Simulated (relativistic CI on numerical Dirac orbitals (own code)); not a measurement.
# Sensitivity of the levels of Ru²⁰⁺ to α and to the nuclear radius

Calculated at this level of theory: Dirac-Coulomb-Breit CI, separate exchange-only KLI orbitals for each configuration, derivatives by finite differences, unscaled Slater integrals, QED left out (own radial code, finite nucleus).

Configurations in the expansion (outside the closed core [Ne]): 3s²3p⁶3d⁶, 3s²3p⁵3d⁷, 3s²3p⁴3d⁸, 3s3p⁶3d⁷, 3p⁶3d⁸, 3s3p⁵3d⁸, 3s²3p⁶3d⁵4s, 3s²3p⁶3d⁵4p. Levels of other configurations are missing.

With x = (α/α₀)² − 1 an excitation energy changes as ω = ω₀ + qx; K = 2q/ω₀ is the relative enhancement. Terms are leading LS components, so labels can repeat. The field-shift factor is F = δν/δ⟨r²⟩ for the transition from the lowest level.

Lowest level 3s²3p⁶3d⁶ ⁵D4.

```tsv
Level	ω₀ (cm⁻¹)	q (cm⁻¹)	K	F (GHz/fm²)
3s²3p⁶3d⁶ ⁵D3	21574.5	26610	2.47	0.167
3s²3p⁶3d⁶ ⁵D2	23224.0	11650	1	0.0689
3s²3p⁶3d⁶ ⁵D1	33520.5	32280	1.93	0.202
3s²3p⁶3d⁶ ⁵D0	35294.9	30290	1.72	0.195
3s²3p⁶3d⁶ ³F4	71821.4	-1596	-0.0445	0.0787
3s²3p⁶3d⁶ ³P2	80637.3	31200	0.774	0.176
3s²3p⁶3d⁶ ³H6	86542.8	15320	0.354	0.212
3s²3p⁶3d⁶ ³H5	87243.8	13550	0.311	0.193
3s²3p⁶3d⁶ ³F3	98470.1	24000	0.487	0.218
3s²3p⁶3d⁶ ³F2	101601.8	22280	0.439	0.173
3s²3p⁶3d⁶ ³H4	111262.6	45360	0.815	0.367
3s²3p⁶3d⁶ ¹S0	114138.4	33420	0.586	0.286
3s²3p⁶3d⁶ ³G5	125257.9	49450	0.79	0.425
3s²3p⁶3d⁶ ³P1	125826.9	51890	0.825	0.351
3s²3p⁶3d⁶ ³G4	127821.0	38500	0.602	0.365
3s²3p⁶3d⁶ ³D2	132713.2	28680	0.432	0.283
3s²3p⁶3d⁶ ³G3	137361.6	53800	0.783	0.433
3s²3p⁶3d⁶ ³D3	141564.4	38760	0.548	0.365
3s²3p⁶3d⁶ ³D1	146052.2	59670	0.817	0.438
3s²3p⁶3d⁶ ¹I6	146876.5	45480	0.619	0.463
3s²3p⁶3d⁶ ¹G4	165528.8	71010	0.858	0.575
3s²3p⁶3d⁶ ³P0	170104.8	22990	0.27	0.254
3s²3p⁶3d⁶ ¹D2	174614.4	54800	0.628	0.369
```

At this charge energies of transitions that change n are usually good to better than 1 %, and those within a shell (Δn = 0) to a few per cent. Terms inside the open d or f shell come out 10 to 20 % too wide with unscaled integrals.
